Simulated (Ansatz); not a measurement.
Reaction (SMILES): ClBr (Cl-Br) → Cl atom + Br atom
B3LYP-D3(BJ)/def2-TZVP geometries, fixed; electronic energies without zero-point terms.

Energies in hartree at MP2 with Ansatz (a first-principles code); the bond dissociation energy is their sum with the coefficients shown, times 627.509 kcal/mol a hartree. All functions are spherical. Cores are frozen (with 3d on Ga to Br). Open shells are unrestricted. No added dispersion term, no relativity.

```json
[
 {"species": "ClBr (Cl-Br)", "coefficient": "-1", "part": "Hartree-Fock", "aug-cc-pV(D+d)Z": "-3031.86585", "aug-cc-pV(T+d)Z": "-3031.95890", "aug-cc-pV(Q+d)Z": "-3031.96511"},
 {"species": "ClBr (Cl-Br)", "coefficient": "-1", "part": "correlation", "aug-cc-pV(D+d)Z": "-0.27283", "aug-cc-pV(T+d)Z": "-0.35900", "aug-cc-pV(Q+d)Z": "-0.39230"},
 {"species": "Cl atom", "coefficient": "+1", "part": "Hartree-Fock", "aug-cc-pV(D+d)Z": "-459.47306", "aug-cc-pV(T+d)Z": "-459.48609", "aug-cc-pV(Q+d)Z": "-459.48924"},
 {"species": "Cl atom", "coefficient": "+1", "part": "correlation", "aug-cc-pV(D+d)Z": "-0.12275", "aug-cc-pV(T+d)Z": "-0.16189", "aug-cc-pV(Q+d)Z": "-0.17703"},
 {"species": "Br atom", "coefficient": "+1", "part": "Hartree-Fock", "aug-cc-pV(D+d)Z": "-2572.37078", "aug-cc-pV(T+d)Z": "-2572.44550", "aug-cc-pV(Q+d)Z": "-2572.44809"},
 {"species": "Br atom", "coefficient": "+1", "part": "correlation", "aug-cc-pV(D+d)Z": "-0.09816", "aug-cc-pV(T+d)Z": "-0.13626", "aug-cc-pV(Q+d)Z": "-0.15058"}
]
```

Problem. Predict the bond dissociation energy in aug-cc-pV(5+d)Z (X = 5): let each Hartree-Fock step shrink by the ratio of the last two, and fit each correlation energy at X = 3 and 4 to E + A/X^3. Compare with the run.

Solution. 
- ClBr (Cl-Br): steps -0.09305 and -0.00621, ratio 0.067, so Hartree-Fock -3031.96553 (run: -3031.96606); A = (-0.35900 - (-0.39230))/(1/27 - 1/64) = 1.5552, correlation -0.39230 - A/64 + A/125 = -0.40416 (run: -0.40727).
- Cl atom: steps -0.01303 and -0.00315, ratio 0.242, so Hartree-Fock -459.49000 (run: -459.48976); A = (-0.16189 - (-0.17703))/(1/27 - 1/64) = 0.7071, correlation -0.17703 - A/64 + A/125 = -0.18242 (run: -0.18368).
- Br atom: steps -0.07472 and -0.00259, ratio 0.035, so Hartree-Fock -2572.44818 (run: -2572.44837); A = (-0.13626 - (-0.15058))/(1/27 - 1/64) = 0.6688, correlation -0.15058 - A/64 + A/125 = -0.15568 (run: -0.15729).
Predicted 58.62 kcal/mol; the run in aug-cc-pV(5+d)Z gives 59.13, a miss of -0.51. Keeping the value in aug-cc-pV(Q+d)Z, 58.03, would miss by -1.10. All sums are of the energies as printed.
